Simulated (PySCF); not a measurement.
NMR data simulated for an unnamed compound:

$^{1}$H NMR (300 MHz, computed): δ 8.80 (d, J = 2.4 Hz, 1H), 8.63 (dd, J = 5.3, 1.4 Hz, 1H), 7.79 (ddd, J = 9.3, 2.4, 1.4 Hz, 1H), 7.16 (dd, J = 9.3, 5.3 Hz, 1H).

$^{13}$C{$^{1}$H} NMR (computed): δ 158.1 (CH), 153.4 (CH), 144.7 (CH), 140.7 (C), 129.3 (CH).

Method: B3LYP/pcJ-1 (pcSseg-1 on Br) coupling constants (spin–dipole term only in couplings to heteroatoms), geometry: PBE0-D3(BJ)/def2-SVP, PBE0/pcSseg-1 with gauge-including orbitals, in PySCF (in vacuum, no relativistic terms, single conformer).

Scale: $^{1}$H (σref 31.27), $^{13}$C (σref 184.41) against TMS (reference shieldings calculated alike).

Question: Which of these does the molecule contain: a vinyl group CH=CH2, a Si–H bond, a C≡C triple bond, a heteroaromatic ring?

Answer: 
- A vinyl group CH=CH2: no.
- A Si–H bond: no.
- A C≡C triple bond: no.
- A heteroaromatic ring: yes.

The data belong to 3-Bromopyridine (Brc1cccnc1, C₅H₄BrN); they needn't prove each group on their own.

Carbon signals by region: 5 in the sp2 and nitrile region (100–160 ppm).

Spin–orbit coupling is missing: it shields a carbon bonded to bromine, so the measured shift of such a carbon is lower than the computed one. Multiplet labels drop couplings under 1 Hz and merge nearly equal ones. Unscaled 3J(H,H) at this level run about 10 % above measured values. Shifts are as computed. Against solution values, carbons near 30 ppm lie about +2 ppm off and those near 130 ppm about +5 ppm; carbons on Br a further +13 ppm. Of 1211 compounds with measured shifts, 218 miss one by over three times the rms of a fit or turn the order of signals round; such compounds aren't used in these exercises.
